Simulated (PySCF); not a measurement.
Chain-length series, silicon-germanium chain mercapto/mercapto (end groups after the name). All species are isolated molecules in the gas phase. One relaxed conformer stands for each flexible species; it need not be the lowest. Strings in code marks are SMILES.

The numbers are results of PBE-D3(BJ)/def2-TZVP // r2SCAN-D4/def2-SVP (PySCF), not measurements. All candidates: neutral, multiplicity 1. Excitations are Tamm–Dancoff values on a coarser integration grid. The basis has no diffuse functions, so Rydberg states are missing or too high.

```
Property                Value
-------------------  --------
S1 excitation (TDA)   4.33 eV
LUMO                 -1.69 eV
HOMO–LUMO gap         4.19 eV
```

Problem. Name which member has these values.
(A) `S[SiH2][GeH2][SiH2][GeH2][SiH2][GeH2][SH]`
(B) `S[SiH2][GeH2][SH]`
(C) `S[SiH2][GeH2][SiH2][GeH2][SH]`

Solution. A, `S[SiH2][GeH2][SiH2][GeH2][SiH2][GeH2][SH]`. The others give `S[SiH2][GeH2][SH]`: 4.57 eV, -1.59 eV, 4.33 eV; `S[SiH2][GeH2][SiH2][GeH2][SH]`: 4.24 eV, -1.92 eV, 3.96 eV
